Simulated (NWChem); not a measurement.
System: C₄H₅F; SMILES C=C/C=C/F

NWChem input:

```
start job
memory heap 200 mb stack 900 mb global 1100 mb
geometry units angstroms noautoz
  C     -0.268389     2.451935     0.000000
  C      0.378164     1.277086     0.000000
  C     -0.276093    -0.021655     0.000000
  C      0.403516    -1.171580     0.000000
  F     -0.214384    -2.366373     0.000000
  H     -1.354577     2.506001     0.000000
  H      0.267724     3.395770     0.000000
  H      1.468474     1.271879     0.000000
  H     -1.363441    -0.058783     0.000000
  H      1.486201    -1.265385     0.000000
end
basis spherical
  * library aug-pcseg-1
end
dft
  xc xtpss03 ctpss03
  iterations 150
  mulliken
end
task dft energy
```

Output (shortened):

```
             Northwest Computational Chemistry Package (NWChem) 7.3.0
             --------------------------------------------------------

 CS  symmetry detected

                             Geometry "geometry" -> ""
                             -------------------------

 Output coordinates in angstroms (scale by  1.889725989 to convert to a.u.)

  No.       Tag          Charge          X              Y              Z
 ---- ---------------- ---------- -------------- -------------- --------------
    1 C                    6.0000    -0.26177762     2.45877822     0.00000000
    2 C                    6.0000     0.38163732     1.28220771     0.00000000
    3 C                    6.0000    -0.27608378    -0.01478240     0.00000000
    4 C                    6.0000     0.40045357    -1.16651723     0.00000000
    5 F                    9.0000    -0.22063322    -2.35965676     0.00000000
    6 H                    1.0000    -1.34781745     2.51574314     0.00000000
    7 H                    1.0000     0.27685263     3.40117894     0.00000000
    8 H                    1.0000     1.47192954     1.27409062     0.00000000
    9 H                    1.0000    -1.36352700    -0.04900806     0.00000000
   10 H                    1.0000     1.48288434    -1.26321166     0.00000000

 Effective nuclear repulsion energy (a.u.)     151.0838903028

      Symmetry information
      --------------------

 Group name             Cs
 Group number              2
 Group order               2
 No. of unique centers    10

                                 NWChem DFT Module
                                 -----------------

 Summary of "ao basis" -> "ao basis" (spherical)
 ------------------------------------------------------------------------------
       Tag                 Description            Shells   Functions and Types
 ---------------- ------------------------------  ------  ---------------------
 C                        aug-pcseg-1                9       23   4s3p2d
 F                        aug-pcseg-1                9       23   4s3p2d
 H                        aug-pcseg-1                5        9   3s2p

      Symmetry analysis of basis
      --------------------------

        a'        115
        a"         45

            General Information
            -------------------
          SCF calculation type: DFT
          Wavefunction type:  closed shell.
          No. of atoms     :    10
          No. of electrons :    38
           Alpha electrons :    19
            Beta electrons :    19
          Charge           :     0
          Spin multiplicity:     1
          Use of symmetry is: on ; symmetry adaption is: on
          Maximum number of iterations: 150
          AO basis - number of functions:   160
                     number of shells:    70
          Convergence on energy requested:  1.00D-06
          Convergence on density requested:  1.00D-05
          Convergence on gradient requested:  5.00D-04

              XC Information
              --------------
                  TPSS metaGGA Exchange Functional  1.000
             TPSS03 metaGGA Correlation Functional  1.000

             Grid Information
             ----------------
          Grid used for XC integration:  medium
          Radial quadrature: Mura-Knowles
          Angular quadrature: Lebedev.
          Tag              B.-S. Rad. Rad. Pts. Rad. Cut. Ang. Pts.
          ---              ---------- --------- --------- ---------
          C                   0.70       49          16.0       434
          F                   0.50       49          17.0       434
          H                   0.35       45          17.0       434
          Grid pruning is: on
          Number of quadrature shells:   470
          Spatial weights used:  Erf1

      Superposition of Atomic Density Guess
      -------------------------------------

 Sum of atomic energies:        -252.44557118

      Non-variational initial energy
      ------------------------------

 Total energy =    -255.151522
 1-e energy   =    -642.100666
 2-e energy   =     235.865254
 HOMO         =      -0.264768
 LUMO         =      -0.030469

      Symmetry analysis of molecular orbitals - initial
      -------------------------------------------------

  Numbering of irreducible representations:

     1 a'          2 a"

  Orbital symmetries:

     1 a'          2 a'          3 a'          4 a'          5 a'
     6 a'          7 a'          8 a'          9 a'         10 a'
    11 a'         12 a'         13 a"         14 a'         15 a'
    16 a'         17 a'         18 a"         19 a"         20 a"
    21 a'         22 a'         23 a'         24 a'         25 a'
    26 a"         27 a"         28 a'         29 a'

     ---------------------------------------------
      Total Density - Mulliken Population Analysis
     ---------------------------------------------

    Atom       Charge   Shell Charges
 -----------   ------   -------------------------------------------------------
    1 C    6     6.28   2.00  0.80  0.44 -0.12  2.05  1.05  0.00  0.03  0.02
    2 C    6     6.48   2.00  0.80  0.36  0.31  1.96  1.19 -0.04  0.04 -0.13
    3 C    6     6.72   2.00  0.80  0.40  0.23  2.08  1.29 -0.06  0.03 -0.06
    4 C    6     4.93   2.00  0.76  0.36 -0.05  1.63  0.26  0.00  0.06 -0.10
    5 F    9     9.80   2.00  0.95  1.01  0.04  3.51  2.11  0.16  0.01  0.03
    6 H    1     0.75   0.70  0.07 -0.03  0.02 -0.01
    7 H    1     0.72   0.70  0.03 -0.01  0.02 -0.01
    8 H    1     0.76   0.70  0.03  0.00  0.02  0.01
    9 H    1     0.78   0.69  0.06 -0.01  0.02  0.02
   10 H    1     0.78   0.71  0.12 -0.02  0.02 -0.05

   convergence    iter        energy       DeltaE   RMS-Dens  Diis-err
 ---------------- ----- ----------------- --------- --------- ---------
 d= 0,ls=0.0,diis     1   -255.1519179993 -4.06D+02  1.52D-02  5.84D-01
 d= 0,ls=0.0,diis     2   -255.0548837606  9.70D-02  9.24D-03  1.49D+00
 d= 0,ls=0.0,diis     3   -255.2096189372 -1.55D-01  4.07D-03  1.07D-01
 d= 0,ls=0.0,diis     4   -255.2163630814 -6.74D-03  1.77D-03  7.24D-02
 d= 0,ls=0.0,diis     5   -255.2265401058 -1.02D-02  2.23D-04  9.65D-04
  Resetting Diis
 d= 0,ls=0.0,diis     6   -255.2266142247 -7.41D-05  7.12D-05  8.13D-05
 d= 0,ls=0.0,diis     7   -255.2266238425 -9.62D-06  6.70D-05  9.44D-06
 d= 0,ls=0.0,diis     8   -255.2266184201  5.42D-06  4.78D-05  5.15D-05
 d= 0,ls=0.0,diis     9   -255.2266250211 -6.60D-06  6.23D-06  4.01D-07
 d= 0,ls=0.0,diis    10   -255.2266250599 -3.88D-08  2.79D-06  9.48D-08

         Total DFT energy =     -255.226625059942
      One electron energy =     -646.203089883547
           Coulomb energy =      273.889807975526
    Exchange-Corr. energy =      -33.997233454722
 Nuclear repulsion energy =      151.083890302802

 Numeric. integr. density =       38.000004007518

                  Occupations of the irreducible representations
                  ----------------------------------------------

                     irrep           alpha         beta
                     --------     --------     --------
                     a'               16.0         16.0
                     a"                3.0          3.0

                       DFT Final Molecular Orbital Analysis
                       ------------------------------------

 Vector   17  Occ=2.000000D+00  E=-3.299501D-01  Symmetry=a'
              MO Center= -1.4D-03,  8.4D-01, -2.4D-16, r^2= 5.0D+00
   Bfn.  Coefficient  Atom+Function         Bfn.  Coefficient  Atom+Function
  ----- ------------  ---------------      ----- ------------  ---------------
    97      0.261206   5 F  px               52     -0.248903   3 C  py
   134      0.238124   8 H  s               125     -0.236935   7 H  s
    28      0.234944   2 C  px              116      0.234718   6 H  s
     5     -0.229887   1 C  px               98     -0.186653   5 F  py
   100      0.180987   5 F  px               73      0.144940   4 C  s

 Vector   18  Occ=2.000000D+00  E=-2.979979D-01  Symmetry=a"
              MO Center=  3.0D-02,  6.3D-01, -1.4D-16, r^2= 2.8D+00
   Bfn.  Coefficient  Atom+Function         Bfn.  Coefficient  Atom+Function
  ----- ------------  ---------------      ----- ------------  ---------------
    30      0.361848   2 C  pz               53      0.328546   3 C  pz
     7      0.241730   1 C  pz               33      0.235114   2 C  pz
    56      0.225876   3 C  pz               99     -0.211473   5 F  pz
    76      0.164470   4 C  pz              102     -0.142770   5 F  pz
    10      0.128107   1 C  pz               79      0.076069   4 C  pz

 Vector   19  Occ=2.000000D+00  E=-2.108480D-01  Symmetry=a"
              MO Center=  1.2D-02,  5.1D-01,  3.2D-16, r^2= 4.0D+00
   Bfn.  Coefficient  Atom+Function         Bfn.  Coefficient  Atom+Function
  ----- ------------  ---------------      ----- ------------  ---------------
     7      0.355454   1 C  pz               76     -0.345612   4 C  pz
    10      0.294933   1 C  pz               53     -0.274163   3 C  pz
    79     -0.256110   4 C  pz               56     -0.248018   3 C  pz
    99      0.234159   5 F  pz               30      0.223381   2 C  pz
    33      0.191804   2 C  pz              102      0.168791   5 F  pz

 Vector   20  Occ=0.000000D+00  E=-6.095755D-02  Symmetry=a"
              MO Center=  7.3D-02,  6.5D-01, -3.1D-16, r^2= 4.5D+00
   Bfn.  Coefficient  Atom+Function         Bfn.  Coefficient  Atom+Function
  ----- ------------  ---------------      ----- ------------  ---------------
    79      0.516914   4 C  pz               10      0.474099   1 C  pz
    76      0.415537   4 C  pz                7      0.363413   1 C  pz
    33     -0.354393   2 C  pz               56     -0.338180   3 C  pz
    30     -0.279283   2 C  pz               53     -0.237022   3 C  pz
    13      0.216725   1 C  pz               82      0.190167   4 C  pz

[...]
```

Level: TPSS/aug-pcseg-1. All runs use the structure optimised with B3LYP/6-31G* (spherical d).
